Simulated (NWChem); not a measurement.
sulfur tetrafluoride (SF4); SMILES FS(F)(F)F

Computed with NWChem. All runs use the structure optimised with PBE0/def2-SVP.

Estimate the computed values for CAM-B3LYP/def2-TZVPD. Quantities: highest occupied level (eV); orbital gap (eV); dipole (D).


* **highest occupied level (eV)**: -11.59
* **orbital gap (eV)**: 10.33
* **dipole (D)**: 0.83
